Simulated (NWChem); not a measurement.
Species: CH3ClGe, singlet; SMILES [Ge]([CH3])[Cl]

```xyz
6

Ge    -0.4849     0.4982     0.0036
Cl     0.2261    -1.5918    -0.0036
C      1.3168     1.3358     0.0047
H      1.2541     2.4348     0.0121
H      1.8798     1.0076    -0.8854
H      1.8847     0.9960     0.8873
```
Atoms are numbered in this order, from 1.

Level: PBE0/def2-SVP (NWChem), optimised geometry, unscaled harmonic frequencies. Low-valent species are run as closed-shell singlets; no triplet was tried in these runs.

```
frequency (cm⁻¹)  IR intensity (km/mol)
----------------  ---------------------
62                                  0.3
192                                 3.1
393                                64.7
556                                49.9
573                                 0.2
742                                12.4
1212                               22.8
1403                                6.3
1410                               13.7
3041                                0.5
3147                                1.1
3168                                5.9
```

```json
{
 "zero_point_energy": "22.7 kcal/mol",
 "thermal correction to the enthalpy at 298.15 K (with zero-point energy)": "26.5 kcal/mol",
 "heat capacity Cv": "14.6 cal/(mol K)",
 "entropy at 298.15 K and 1 atm (symmetry number 1)": "74.8 cal/(mol K)",
 "dipole_moment": "2.12 D"
}
```

Rigid rotor and harmonic oscillator; modes under 100 cm⁻¹ make the entropy uncertain.
